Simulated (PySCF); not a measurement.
H₃O₄Si, SMILES [O][Si](O)(O)O (connectivity only; charge and spin as stated), charge -1, multiplicity 1.

The structure is a stationary point at B3LYP-D3(BJ)/def2-SVPD. The multiplicity is an assumed one; other spin states were not compared. The isomer is the one that the SMILES or the coordinates give; other isomers of the formula were not compared. The values are those of a single conformer.

Two levels are set side by side: PBE/def2-SVPD (PySCF) and B3LYP/def2-SVPD (PySCF). Same geometry, gas phase. Differences are taken from unrounded values.

```tsv
quantity	B3LYP	PBE	PBE minus B3LYP
orbital gap (eV)	5.45	3.83	-1.62
highest occupied level (eV)	-1.81	-0.56	1.25
lowest empty level (eV)	3.64	3.27	-0.37
mean polarisability (bohr³)	51.3	55.9	4.6
```

PBE's occupied levels lie high since its potential decays too fast outside the molecule; exact exchange lowers them and widens the gap. PBE's more diffuse valence density responds more strongly to a field. Differences between two approximate levels are no errors against the true value.

Rough cost on one machine, each run with all the roots and properties that it gave: B3LYP against PBE within a factor of 2.
